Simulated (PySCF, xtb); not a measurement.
Si(H)(F)(Br)(vinyl) (C2H4BrFSi), SMILES C=C[SiH](F)Br. Other conformers were not sampled.

Harmonic wavenumbers (cm⁻¹) from GFN2-xTB in xtb 6.7.1 at its own minimum, in rising order: 46, 112, 160, 186, 342, 431, 505, 636, 667, 735, 847, 928, 1013, 1025, 1278, 1417, 1663, 2409, 3046, 3087, 3112.

Question: What does B3LYP-D3(BJ)/def2-SVP (PySCF) give at its own minimum? (An estimate is asked for; the answer gives what the named calculation found.)

Answer: 78, 145, 192, 227, 383, 450, 536, 686, 815, 821, 906, 1008, 1011, 1033, 1274, 1418, 1664, 2276, 3123, 3144, 3219. Paired by order, the mean absolute difference is 50 cm⁻¹ and the zero-point energies are 33.8 and 34.9 kcal/mol.
